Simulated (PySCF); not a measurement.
Configurations of YbCl

Unrestricted PBE0; Yb x2c-SVPall, Cl x2c-SVPall; spin-free X2C with a Gaussian nucleus (PySCF 2.14). The search starts from ions with several 4f fillings and holds each by maximum overlap.

The lowest solution has 2Ms+1 = 2, about 14.0 4f electrons, near 2.48 Å.

The lowest solution of each spin and filling, followed along the bond (rough minima from three points):

```json
{"2Ms+1": "2", "4f population": "13.98", "⟨S²⟩ at the start": "0.75", "R at minimum (Å)": "2.48", "Te (eV)": "0.00"}
{"2Ms+1": "2", "4f population": "13.01", "⟨S²⟩ at the start": "0.75", "R at minimum (Å)": "2.39", "Te (eV)": "1.75"}
```

Solutions at the starting distance of 2.465 Å, counted from the lowest; the search is not exhaustive:

| 2Ms+1 | 4f population | E (eV) | ⟨S²⟩ | ⟨Lz²⟩ | μ (D) |
| --- | --- | --- | --- | --- | --- |
| 2 | 13.98 | 0.00 | 0.75 | 0.0 | -4.60 |
| 2 | 13.01 | 1.78 | 0.75 | 4.0 | -2.93 |
| 2 | 13.04 | 1.98 | 0.75 | 1.8 | -2.71 |
| 2 | 13.01 | 2.16 | 0.75 | 9.0 | -3.02 |
| 4 | 13.00 | 3.06 | 3.75 | 8.0 | -4.46 |
| 4 | 13.00 | 3.17 | 3.75 | 8.0 | -4.46 |
| 4 | 13.00 | 3.29 | 3.75 | 13.0 | -4.54 |
| 4 | 13.01 | 3.35 | 3.75 | 4.9 | -2.48 |

Partly filled real f orbitals mix terms, so no term symbols are given. A positive dipole means Yb(−)Cl(+).

Spin–orbit coupling is left out. Counting both spins, an empty level lies below a filled one in some of these solutions, because spin and occupation are held. With d or f electrons several states lie close, and the lowest PBE0 determinant need not be the measured ground state.
